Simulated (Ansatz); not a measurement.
# A geometry optimisation of C4H4BF3 with r2SCAN-D4/def2-SVP

The starting geometry of this gas-phase singlet was optimised with GFN2-xTB; its bonds are those of `B[C@@H](C#C)C(F)(F)F`.

```yaml
atoms:
  - { symbol: C, position_ang: [-0.8124, -1.8480, 1.6539] }
  - { symbol: C, position_ang: [0.4311, -1.2523, 2.1252] }
  - { symbol: C, position_ang: [1.4369, -0.7228, 2.4969] }
  - { symbol: C, position_ang: [-1.9126, -0.7964, 1.7030] }
  - { symbol: B, position_ang: [-0.5654, -2.4722, 0.2154] }
  - { symbol: F, position_ang: [-2.1047, -0.3022, 2.9381] }
  - { symbol: F, position_ang: [-3.0983, -1.3043, 1.3199] }
  - { symbol: F, position_ang: [-1.6727, 0.2535, 0.9070] }
  - { symbol: H, position_ang: [-1.1617, -2.0885, -0.7090] }
  - { symbol: H, position_ang: [0.2403, -3.3085, 0.1222] }
  - { symbol: H, position_ang: [-1.1002, -2.6303, 2.3692] }
  - { symbol: H, position_ang: [2.3216, -0.2757, 2.8398] }
```

Predict what becomes of its bonds when it is optimised with r2SCAN-D4/def2-SVP.

New bonds form, giving a structure given below by its coordinates. Contacts that close: C2–B5 (2.48 → 1.75 Å), C3–B5 (3.50 → 1.79 Å).

The energy falls by 0.33 eV over 29 steps:

| step | E − E(last) (eV) |
| --- | --- |
| 1 | 0.332 |
| 4 | 0.215 |
| 7 | 0.147 |
| 10 | 0.112 |
| 13 | 0.108 |
| 17 | 0.102 |
| 20 | 0.033 |
| 23 | 0.002 |
| 26 | 0.000 |
| 29 | 0.000 |

Final geometry (Å):

```xyz
12

C    -1.0290   -1.7594    1.9928
C     0.2389   -1.2253    2.2745
C     1.3435   -1.1707    1.6725
C    -2.1909   -0.8302    1.7429
B     0.0979   -2.0262    0.7213
F    -2.7855   -0.4849    2.9009
F    -3.1153   -1.4391    0.9885
F    -1.8220    0.2987    1.1286
H    -0.1819   -1.3481   -0.2372
H     0.3900   -3.1981    0.6717
H    -1.3299   -2.6649    2.5344
H     2.3862   -0.8995    1.5906
```

No frequencies were run, so the end isn't proven a minimum. Run with Ansatz 0.2.0, 3.7 min on 2 threads of AMD EPYC (Zen 3) (shared host).
